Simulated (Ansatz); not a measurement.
Born–Oppenheimer molecular dynamics of FH$_{5}$OSi$_{2}$ (9 atoms, charge 0, multiplicity 1). It starts from a relaxed structure.

The calculation used RKS B3LYP-D4/STO-3G (Ansatz 0.2.0).

- ensemble: NVE (velocity Verlet)
- time step: 0.5 fs
- steps asked: 250
- starting velocities drawn for: 1000 K
- seed: 590924

First frame:

```xyz
9
Properties=species:S:1:pos:R:3
Si 0.053 -0.059 0.045
H 0.258 0.105 1.478
H 1.264 0.276 -0.676
F -1.177 0.925 -0.419
O -0.320 -1.652 -0.368
Si -1.638 -2.401 0.400
H -1.484 -2.414 1.843
H -2.897 -1.747 0.097
H -1.682 -3.760 -0.087
```

Task: What does the run give?

Result: The run went to its last step.

```json
{"steps done": "250", "time covered": "125 fs", "mean temperature over the second half": "497 K", "spread of the potential energy over the second half": "9.1 meV per atom", "mean potential energy of the second half above the start": "50.8 meV per atom"}
```

The conserved energy stayed within 0.56 meV per atom of its start (net change 0.32 meV per atom), so the integration is sound. Over the second half the temperature averaged 0.50 of the 1000 K drawn at the start: a run that starts near a minimum puts about half its kinetic energy into the potential. A run of 0.12 ps of so small a system gives no equilibrium averages. Limits of this set-up: minimal basis.

Task: What happens to the structure?

Result: The same pairs are bonded in the first frame and the last. Pairs count as bonded within 1.25 times the sum of covalent radii (0.12 Å more for H–H). Another seed would give other details.

Task: How do temperature and energy run in time?

Result: 
```json
{"time (fs)": "0.0", "T (K)": "1000", "potential energy less start (eV)": "0.000", "conserved less start (meV/atom)": "0.00"}
{"time (fs)": "10.0", "T (K)": "254", "potential energy less start (eV)": "0.680", "conserved less start (meV/atom)": "0.55"}
{"time (fs)": "20.0", "T (K)": "606", "potential energy less start (eV)": "0.358", "conserved less start (meV/atom)": "0.18"}
{"time (fs)": "30.0", "T (K)": "302", "potential energy less start (eV)": "0.634", "conserved less start (meV/atom)": "0.30"}
{"time (fs)": "40.0", "T (K)": "533", "potential energy less start (eV)": "0.426", "conserved less start (meV/atom)": "0.34"}
{"time (fs)": "50.0", "T (K)": "653", "potential energy less start (eV)": "0.316", "conserved less start (meV/atom)": "0.20"}
{"time (fs)": "60.0", "T (K)": "450", "potential energy less start (eV)": "0.502", "conserved less start (meV/atom)": "0.40"}
{"time (fs)": "70.0", "T (K)": "526", "potential energy less start (eV)": "0.431", "conserved less start (meV/atom)": "0.21"}
{"time (fs)": "80.0", "T (K)": "411", "potential energy less start (eV)": "0.537", "conserved less start (meV/atom)": "0.37"}
{"time (fs)": "90.0", "T (K)": "551", "potential energy less start (eV)": "0.408", "conserved less start (meV/atom)": "0.21"}
{"time (fs)": "100.0", "T (K)": "617", "potential energy less start (eV)": "0.349", "conserved less start (meV/atom)": "0.29"}
{"time (fs)": "110.0", "T (K)": "438", "potential energy less start (eV)": "0.512", "conserved less start (meV/atom)": "0.41"}
{"time (fs)": "120.0", "T (K)": "515", "potential energy less start (eV)": "0.440", "conserved less start (meV/atom)": "0.15"}
```

Time of the run: 2.8 min on 1 thread of AMD EPYC 9R45 96-Core Processor (Zen 5), on a shared host, peak memory 0.11 GiB.
